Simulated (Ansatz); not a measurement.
Cost and result for the atomization energy of C3H9GaSe3, SMILES `C[Se][Ga]([Se]C)[Se]C` (16 atoms, 15 bonds).

```xyz
16

C    -2.8518   -1.1900    0.9485
Se   -2.2895    0.2116   -0.3034
Ga   -0.0002   -0.0036   -0.0029
Se    1.4571    1.3693   -1.1731
C     0.1117    2.3992   -2.1614
Se    0.8331   -1.5899    1.4694
C     2.7400   -1.2078    1.2141
H    -2.5201   -0.9518    1.9564
H    -3.9397   -1.2075    0.9161
H    -2.4613   -2.1555    0.6355
H     0.6628    3.1170   -2.7664
H    -0.4661    1.7434   -2.8083
H    -0.5415    2.9284   -1.4715
H     2.9622   -0.1830    1.5023
H     3.0259   -1.3847    0.1799
H     3.2774   -1.8953    1.8649
```

The species carries charge 0 and has multiplicity 1. Correlated methods include outer-core shells of Ga, Se, which these sets cover unevenly. Scalar relativity is left out up to krypton. The structure was optimised at the PBE0-D4/def2-TZVP level. It is one conformer, not always the lowest. Program: Ansatz. All runs use 4 threads of an AMD EPYC 7R13 on a shared host and a share of an NVIDIA H100 80 GB. Times are those of one run each, without the atoms' runs, and a repeat can differ threefold. Electronic energies, without spin–orbit coupling; frozen cores. CCSD(T)/CBS adds CCSD(T) − MP2 in def2-TZVPP to the MP2 limit, and its time is that of the two runs behind it. T1 = 0.011. With those shells the extrapolation isn't a true limit.

CCSD(T)/CBS is a level of theory with its own doubt, some kJ/mol a heavy atom from the limit and from the frozen cores, so smaller differences don't rank the functionals.

```
                           level  functions  wall time  atomization (kJ/mol)  difference from CCSD(T)/CBS  per bond
          LDA (SPW92)/def2-TZVPP        411        2 s                6257.6                        751.6      50.1
              BLYP-D4/def2-TZVPP        411      2.3 s                5432.9                        -73.1      -4.9
              PBE0-D4/def2-TZVPP        411      2.3 s                5502.9                         -3.1      -0.2
             BHLYP-D4/def2-TZVPP        411      2.5 s                5336.6                       -169.4     -11.3
             PBE-QIDH/def2-TZVPP        411      2.8 s                5471.6                        -34.4      -2.3
         CAM-B3LYP-D4/def2-TZVPP        411      2.8 s                5452.6                        -53.4      -3.6
              ωB97X-V/def2-TZVPP        411        3 s                5486.0                        -20.0      -1.3
                CCSD(T)/def2-SVP        215      3.4 s                5161.7                       -344.3     -23.0
               B2PLYP/def2-TZVPP        411        4 s                5395.1                       -110.9      -7.4
ωB97M-V/def2-TZVPP (with forces)        411      4.8 s                5447.1                        -58.9      -3.9
                  MP2/def2-QZVPP        797       11 s                5515.7                          9.7       0.6
              CCSD(T)/def2-TZVPP        411       35 s                5371.9                       -134.1      -8.9
               CCSD(T)/CBS(def2)          –       45 s                5506.0                          0.0       0.0
```

From BLYP to BHLYP (50 % exact exchange), in def2-TZVPP and without D4, the atomization energy moves by −63.5 kJ/mol: exact exchange takes away binding that semilocal exchange gives to molecules. Leaving LDA and LC-ωPBE aside and taking each functional with its dispersion term where it has one, the values, not all of them listed here, spread over 237.0 kJ/mol, from BHLYP-D4 to PBE-D4. LDA lies +737.7 kJ/mol from PBE without D4, its usual overbinding. The D4 term adds +87.7 kJ/mol with B3LYP and +46.8 kJ/mol with PBE0; it sums over pairs of atoms, weighted by their polarisabilities, and B3LYP, whose exchange is more repulsive, gets the larger term.

B3LYP here is the variant with VWN-RPA as its local correlation; programs differ in this.
